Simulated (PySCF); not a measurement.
A calculated (B3LYP, PySCF 2.14, jorge-DZP-DKH, scalar relativity by spin-free X2C-1e) atom or ion has these occupied shells.

```csv
shell,electrons,orbital energy (eV),"rms radius, mean of both spins (bohr)"
1s α,1,-696.91,0.204
1s β,1,-695.08,0.204
2s α,1,-52.407,1.07
2s β,1,-47.104,1.07
2p α,3,-32.365,1.10
2p β,1,-28.735,1.10
```

Q: Name the element and its charge.

A: F⁺ (fluorine, charge +1), in [He] 2s2 2p4, high-spin 3P determinant.
